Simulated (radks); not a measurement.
Species: the cadmium ion Cd45+. Configuration: [He] 2s1.

Method: scalar-relativistic Kohn-Sham, r2SCAN, spin-polarised, spherical densities, finite nucleus; open shells are filled with parallel spins first (spin-orbit coupling, left out, can overturn this in heavy ions); meta-GGA in the generalised Kohn-Sham scheme; Fermi nuclear charge, rms radius 4.6087 fm; computed with a radial shooting solver on a logarithmic mesh with Libxc functionals.

Energy parts (eV):
total: -71510.188
kinetic: 76158.921
electron-nucleus: -149048.130
Hartree: 2357.962
exchange-correlation: -978.941

Orbitals (lengths in bohr, moments of r in powers of bohr; <r^-3> diverges for s and p1/2; r(90%) holds 90 % of the orbital's charge):
orbital  occ.  eigenvalue (eV)  <r^-3>  r(90%)      <r>  <1/r>
1s up       1        -30976.35       -  0.0542  0.03021  50.86
1s down     1        -30963.26       -  0.0542  0.03021  50.85
2s up       1        -7548.193       -   0.188   0.1231  12.41

The highest occupied level is 2s up at -7548.2 eV. Summed over all electrons, <r^2> = 0.02020 bohr^2, which gives a Langevin (diamagnetic) susceptibility term of -0.016 x 10^-6 cm^3/mol. Spin moment in Bohr magnetons: 1. The electron density at the nucleus is 1.542e+05 e/bohr^3 (large components only). For comparison, the ionisation energy in NIST's Atomic Spectra Database is 7608.0 eV (theoretical). In exact Kohn-Sham theory the highest level is minus the ionisation energy, but local and semilocal functionals leave it too shallow, through self-interaction and a potential that decays too fast; potentials with the right tail come closer.
